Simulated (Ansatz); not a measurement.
**Ligand exchange: C3H4ClF + SnH2(CH3)F → C2HClF2 + SnH2(CH3)2**

Species: C3H4ClF `C/C(Cl)=C/F`, singlet; SnH2(CH3)F, singlet; C2HClF2 `F/C=C(\F)Cl`, singlet; SnH2(CH3)2, singlet. The partners trade CH3 for F: C–CH3 and Sn–F bonds give way to C–F and Sn–CH3.

Shapes, held fixed at every level: PBE0-D4/def2-TZVP. Programs: Ansatz 0.2.0. Electronic energies: no zero-point or thermal term.

```
             level                    kind  ΔE (kJ/mol)  less CCSD(T)/def2-TZVPP
     HF/def2-TZVPP            Hartree–Fock       +162.1                    +15.7
PBE0-D4/def2-TZVPP           global hybrid       +145.0                     -1.4
wB97M-V/def2-TZVPP  range-separated hybrid       +148.8                     +2.4
 B2PLYP/def2-TZVPP           double hybrid       +154.0                     +7.6
    MP2/def2-TZVPP     perturbation theory       +153.7                     +7.3
   CCSD/def2-TZVPP   coupled cluster or CI       +148.2                     +1.8
CCSD(T)/def2-TZVPP   coupled cluster or CI       +146.4                      0.0
```

The highest level, CCSD(T)/def2-TZVPP, gives ΔE = +146.4 kJ/mol; the levels span +145.0 to +162.1. The column of differences is taken from that level and isn't an error. No measured value is set beside it here. For atoms past krypton def2 sets carry core potentials with scalar relativity. Correlated rows may include outer-core shells of Sn, which these sets cover unevenly.
